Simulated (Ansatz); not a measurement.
A made-up structure of B2H2OF, doublet:

```xyz
6
angstrom
B -0.8041 0.9449 -0.9740
B -0.0201 -0.2998 0.1119
O 1.2630 0.0059 0.8690
F -0.6562 -1.6591 0.2565
H -1.3891 1.8324 -1.7273
H 1.6066 -0.8243 1.4639
```

It is relaxed with PBE-D4/def2-SVP and then PBE0-D4/def2-TZVP (Ansatz 0.2.0). Atoms count as bonded within 1.22 times the sum of their covalent radii (H–H: 0.88 Å). The end point is not checked to be a true minimum.

Q: Does its bonding change? (Judge from chemistry; the calculation decides.)

A: By the calculation: No: no bond forms or breaks.

Where it ends: The first stage lowers the energy by 1.38 eV in 7 steps. It ends as B₂H₂OF ([BH][B]([OH])[F]):
```csv
atom,x (Å),y (Å),z (Å)
B1,-0.6631,0.8091,-0.9499
B2,-0.0119,-0.2720,0.0908
O3,1.1281,0.0050,0.7745
F4,-0.5951,-1.4760,0.2429
H5,-1.2805,1.6618,-1.4828
H6,1.4226,-0.7280,1.3244
```

Labels in which every atom is bracketed show which atoms are joined, not bond orders.

For scale, one of the runs: PBE0-D4/def2-TZVP relaxation, 136 basis functions, launched by `ansatz run in.yaml --threads 2 --pin off --events-out ev --progress --plain --max-ram 4352MiB`. Hardware: 2 CPU threads of an Arm Neoverse V1, shared host. Wall time about 71 s.
